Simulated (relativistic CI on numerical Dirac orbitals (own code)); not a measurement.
**Tc³⁺ (4d4) in a crystal field**

Calculated by Dirac-Coulomb-Breit CI, KLI orbitals optimised for each configuration, a model potential for QED, one configuration in a parametric crystal field, unscaled Slater integrals (own radial code). With so little scaling, terms lie 10 to 35 % too far apart, which can change the order of excited levels.

Field parameters in Wybourne normalisation: D3d B²₀ = −7Dσ, B⁴₀ = −14Dq − 21Dτ, B⁴₃ = −14√(10/7) Dq; D4h B²₀ = −7Ds, B⁴₀ = 21(Dq − Dt), B⁴₄ = 21√(5/14) Dq; Oh B⁴₀ = 21Dq, B⁴₄ = √(5/14) B⁴₀. The field is a parameter set, without covalency.

S is read from ⟨S²⟩ = S(S + 1).

Powder χT (cm³ K mol⁻¹) by Van Vleck's formula, with temperature-independent terms:

```tsv
Field	2 K	5 K	10 K	20 K	50 K	100 K	200 K	300 K
D3d, 10Dq = 25450, Dσ = 120, Dτ = 280 cm⁻¹	0.016	0.0401	0.0801	0.16	0.4	0.751	1.08	1.19
D3d, 10Dq = 25850, Dσ = -1050, Dτ = -480 cm⁻¹	0.0145	0.0364	0.0727	0.145	0.363	0.698	1.12	1.31
D3d, 10Dq = 30100, Dσ = -390, Dτ = -310 cm⁻¹	0.0143	0.0358	0.0715	0.143	0.357	0.69	1.12	1.32
D4h, 10Dq = 21900, Ds = -600, Dt = 1030 cm⁻¹	0.176	0.44	0.863	1.46	2.14	2.51	2.71	2.76
D4h, 10Dq = 24200, Ds = -840, Dt = 740 cm⁻¹	0.0158	0.0396	0.0792	0.158	0.395	0.72	0.984	1.07
Oh, 10Dq = 13550 cm⁻¹	0.054	0.135	0.27	0.54	1.3	2.04	2.5	2.64
Oh, 10Dq = 26500 cm⁻¹	0.0098	0.0245	0.049	0.098	0.245	0.49	0.95	1.28
Oh, 10Dq = 41650 cm⁻¹	0.0106	0.0265	0.053	0.106	0.265	0.53	1.01	1.33
```

Task: For D4h, 10Dq = 21900, Ds = -600, Dt = 1030 cm⁻¹: what effective moment follows at 300 K?

Result: μ_eff = √(8χT) = 4.70 μB. The ground level has S = 1.96; the spin-only moment for S = 2 is 4.90 μB. The difference comes from the orbital moment, spin-orbit mixing of terms and temperature-independent paramagnetism, all larger in this ionic model than in covalent complexes.
